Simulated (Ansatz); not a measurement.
System: 1,1,1,2,2,2-hexafluoroethane, C$_{2}$F$_{6}$ (charge 0, singlet). 
Geometry from a B3LYP-D3(BJ)/def2-TZVP (Ansatz, a quantum-chemistry and plane-wave program) optimisation:
SMILES: FC(F)(F)C(F)(F)F
```xyz
8

F     -1.4128     0.5032    -0.9145
C     -0.7531    -0.1907     0.0136
F     -1.2685     0.0845     1.2122
F     -0.8949    -1.4935    -0.2333
C      0.7531     0.1907    -0.0136
F      0.8949     1.4935     0.2333
F      1.2685    -0.0845    -1.2122
F      1.4128    -0.5032     0.9145
```

Computed values are from Ansatz. Correlated levels leave the core frozen unless marked. UHF or UKS for open shells. Spin-orbit coupling is left out. No relativistic terms. Basis-set limits of correlation are two-point, X^-3; Hartree-Fock from the larger set.

Task: What is the atomisation energy De at CCSD(T)/CBS(cc-pVTZ,cc-pVQZ)?

Result: 790.0 kcal/mol.

Task: What is the dipole moment at CCSD(T)/aug-cc-pVDZ?

Result: 0.00 D.

Task: What is the total energy at CCSD(T)/CBS(cc-pVTZ,cc-pVQZ)?

Result: -674.8342 Eh.

Task: What is the T1 diagnostic at CCSD/cc-pVQZ?

Result: 0.012.
